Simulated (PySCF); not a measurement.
Configurations of NdC

Unrestricted PBE0; Nd x2c-SVPall, C x2c-SVPall; spin-free X2C with a Gaussian nucleus (PySCF 2.14). The search starts from ions with several 4f fillings and holds each by maximum overlap.

The lowest solution has 2Ms+1 = 5, about 3.3 4f electrons, near 1.85 Å.

The lowest solution of each spin and filling, followed along the bond (rough minima from three points):

```
2Ms+1  4f population  ⟨S²⟩ at the start  R at minimum (Å)  Te (eV)
    5           3.34               6.14              1.85     0.00
    3           3.58               4.39              2.35     0.32
```

Solutions at the starting distance of 2.084 Å, counted from the lowest; the search is not exhaustive:

```csv
2Ms+1,4f population,E (eV),⟨S²⟩,⟨Lz²⟩,μ (D)
7,3.50,0.00,12.01,13.3,-4.41
7,3.30,0.11,12.05,13.0,-4.01
3,3.58,0.19,4.39,13.3,-3.75
3,3.51,0.20,4.31,13.0,-3.86
7,3.68,0.25,12.01,14.3,-5.16
5,3.34,0.29,6.14,12.3,-7.47
7,3.24,0.31,12.01,10.1,-4.13
3,3.60,0.32,3.47,12.9,-7.64
3,3.46,0.33,3.32,12.3,-7.65
7,3.76,0.33,12.01,10.0,-5.20
5,3.31,0.34,7.07,13.0,-3.71
5,3.32,0.37,7.07,13.8,-3.69
7,3.44,0.42,12.15,12.0,-4.10
5,3.19,0.48,6.04,9.0,-7.75
```

Partly filled real f orbitals mix terms, so no term symbols are given. A population far from a whole number shows f orbitals mixing with d and ligand orbitals, not a clean configuration. A positive dipole means Nd(−)C(+).

Spin–orbit coupling is left out. The state is the lowest single determinant that the PBE0 search found; with open d or f shells the true ground state can be another one.
